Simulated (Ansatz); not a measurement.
Ansatz (a quantum-chemistry and plane-wave program) input (B3LYP-D3(BJ)/def2-TZVP):

Ansatz 0.2 input:
```yaml
crystal:
  periodic: [false, false, false]
  atoms:
    - {symbol: Cu, position_ang: [-0.83276973, -0.57272920, -0.71511639]}
    - {symbol: I, position_ang: [0.83693023, 0.62765856, 0.67832808]}
basis:
  gaussian:
    orbitals: def2-TZVP
hamiltonian:
  xc: b3lyp
  dispersion: d3bj
total_charge: 1
magnetization: {spin_polarized: true, initial_magnetization: 1}
relax: {f_tol: 0.002, max_steps: 150}
```

End of the output:

```
mean field -52738.08315571 eV, -1938.0888088155 hartree, gradient 1.5e-5 eV, S^2 0.753308; 0 other end points of the search recorded, 0 dependent functions left out
the calculation of the forces begins
reference -52738.08335019 eV, -1938.0888159627 hartree; 27, 26 occupied and 68, 69 virtual orbitals, 977 factors
relax step   3: F+E_penalty+E_count = -52738.16593918 eV  Δ(F+E_penalty+E_count) = -3.657e-5 eV  max|allowed force component| = 7.851e-4 eV/Å  Δτ_max = 0.0018 Å  (34 SCF iters, accepted)
integrals: 0.05 GiB planned
977 factors; integrals over basis functions are off by at most 3.4e-4 eV
mean field: 0.62 GiB planned
mean field evaluation 64: about -52738.0832 eV, gradient 1.2e-4 eV
mean field -52738.08315571 eV, -1938.0888088155 hartree, gradient 1.5e-5 eV, S^2 0.753308; 3 other end points of the search recorded, 0 dependent functions left out
the calculation of the forces begins
reference -52738.08335019 eV, -1938.0888159627 hartree; 27, 26 occupied and 68, 69 virtual orbitals, 977 factors
Total energy: -52738.16613366 eV, -1938.0918581992 hartree
Atom 0 at    -0.821668    -0.564748    -0.705851 Å, force    -0.000785    -0.000564    -0.000655 eV/Å
Atom 1 at     0.825828     0.619677     0.669063 Å, force     0.000785     0.000564     0.000655 eV/Å
Dipole moment:    -0.517961    -0.372375    -0.432264 e Å
```

The spin state was set by rule; other spins were not relaxed.
